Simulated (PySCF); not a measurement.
## Frontier orbitals and the lowest excitations

C₆H₁₂AlN.
Atom-mapped SMILES: `[AlH3-:1][N+:2]#[C:3][CH2:4][CH:5]1[CH2:6][CH2:7][CH2:8]1` (hydrogens: H9, H10, H11 on Al1; H12, H13 on C4; H14 on C5; H15, H16 on C6; H17, H18 on C7; H19, H20 on C8)

Geometry (PBE0-D3(BJ)/def2-SVP, Å), atoms numbered from 1 in this order:
```
atom  x, y, z in Å
Al1    3.5463    0.1064    0.7206
N2     1.8547   -0.7381   -0.0117
C3     0.8381   -1.1285   -0.3877
C4    -0.4779   -1.5439   -0.8376
C5    -1.5468   -0.4925   -0.5243
C6    -1.5916    0.0152    0.9373
C7    -1.1604    1.4193    0.4619
C8    -1.2427    0.9470   -1.0055
H9     3.1664    0.0964    2.2809
H10    3.4529    1.5184   -0.0398
H11    4.6519   -0.9382    0.2162
H12   -0.4160   -1.7353   -1.9220
H13   -0.7110   -2.5046   -0.3487
H14   -2.5018   -0.8981   -0.8906
H15   -2.5968   -0.0265    1.3795
H16   -0.8982   -0.4834    1.6327
H17   -1.8421    2.2374    0.7321
H18   -0.1464    1.7025    0.7788
H19   -2.0652    1.3934   -1.5817
H20   -0.3187    1.0641   -1.5932
```

Method used: PySCF 2.14.0, density-fitted response routines, TDDFT CAM-B3LYP/def2-SVPD, vertical, gas phase, core orbitals frozen in the response.

Frontier orbitals with the atoms that hold most of them (Löwdin shares over 4%, at most four atoms; ? is withheld):

```
orbital  ε (eV)                             atoms
 HOMO-3  -10.82    C7 23%, C5 19%, C8 14%, C6 14%
 HOMO-2  -10.80    C8 23%, C6 23%, C5 15%, C7 14%
 HOMO-1   -8.50  Al1 38%, H11 36%, H10 14%, H9 7%
   HOMO   -8.49          Al1 38%, H9 31%, H10 24%
   LUMO    0.15                                 ?
 LUMO+1    0.41    N2 33%, C3 32%, C4 12%, H12 6%
 LUMO+2    0.71    C3 24%, C4 16%, N2 10%, H13 9%
```

(1) Give the leading atoms of the LUMO.

(2) The HOMO–LUMO gap is 8.64 eV. Where does the response calculation put the lowest singlet, and from which orbitals?

Results:

(1) N2 (bonded to Al and C) 24%; C3 (bonded to C and N) 23%; C4 (bonded to 2 C and 2 H) 12%; C5 (bonded to 3 C and H) 8%. By element: carbon 43% or more, nitrogen 24%.

(2) S1 is at 5.94 eV (f = 0.0061), 2.71 eV below the gap, made of HOMO→LUMO (76%), HOMO→LUMO+2 (12%). 

Next come S2 at 6.06 eV (f 0.019), HOMO-1→LUMO (54%), HOMO→LUMO+1 (34%); S3 at 6.12 eV (f 0.012), HOMO-1→LUMO+1 (90%); S4 at 6.38 eV (f 0.253), HOMO→LUMO+1 (62%), HOMO-1→LUMO (30%); S5 at 6.74 eV (f 0.037), HOMO→LUMO+2 (42%), HOMO→LUMO+3 (21%), HOMO→LUMO+6 (19%).

On an Arm Neoverse V2 with one thread, no GPU, on a shared host, this took 88 s of wall time.

One conformer stands for the species.
